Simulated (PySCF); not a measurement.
CH6BF2OP.
Z-matrix (Å and degrees, PBE0-D3(BJ)/def2-SVP geometry), rows numbered from 1:
```
F 
C   1  1.3812
F   2  1.3360  1  106.28
O   2  1.3275  1  110.07  3  -118.69
B   4  1.4433  2  118.46  1   -67.45
P   5  2.0331  4  108.19  2    74.60
H   2  1.1074  1  106.45  3   116.69
H   5  1.2259  4  116.62  2   -39.58
H   5  1.2172  4  112.56  2  -175.83
H   6  1.4161  5  113.95  4   162.55
H   6  1.4152  5  116.84  4    45.87
H   6  1.4148  5  121.33  4   -77.21
```

The closed-shell ground state was solved at several levels (PySCF, density fitting, gas phase, non-relativistic).

```tsv
level	basis functions	total energy (Eh)	HOMO (eV)	LUMO (eV)	gap (eV)	dipole (D)
HF/pcSseg-2	307	-680.6940	-11.40	2.44	13.84	4.75
B3LYP/def2-TZVP	228	-683.0363	-7.89	-0.24	7.65	4.33
PBE0/pcSseg-1	139	-682.3246	-8.09	0.11	8.20	4.61
BP86/pcSseg-1	139	-682.8478	-6.78	-0.86	5.92	4.39
PBE0/aug-cc-pVDZ	196	-682.4112	-8.08	-0.53	7.55	4.42
BLYP/pcSseg-1	139	-682.7429	-6.56	-0.69	5.87	4.34
wB97X-D/pcSseg-1	139	-682.7058	-9.99	1.91	11.90	4.67
```

(1) What might B3LYP/pcSseg-1 (139 basis functions) give for the same quantities?

(2) Over all these levels, which gives the widest orbital gap and which the narrowest?

(3) In the pcSseg-1 basis, how does the gap go with the fixed share of exact exchange?

(4) How far do the dipole and the HOMO energy spread over the levels?

Results:

(1) Total energy -682.8383 Eh, HOMO -7.88 eV, LUMO -0.12 eV, gap 7.76 eV, dipole 4.53 D.

(2) HF/pcSseg-2 (Hartree–Fock, all exact exchange) has the widest, 13.84 eV, and BLYP/pcSseg-1 (GGA) the narrowest, 5.87 eV. Functional and basis both differ between the two, so the spread mixes both effects. The HOMO need not be the same orbital at Hartree–Fock and at DFT levels.

(3) BLYP (0 %) 5.87 eV; BP86 (0 %) 5.92 eV; B3LYP (20 %) 7.76 eV; PBE0 (25 %) 8.20 eV. Each rise in the share widens the gap here.

(4) The dipole runs from 4.33 to 4.75 D (mean 4.50 D) and the HOMO from -11.40 to -6.56 eV.

One conformer stands for the species.

Note: wB97X-D ran without an empirical dispersion term, which enters the total energy and its gradient alone.
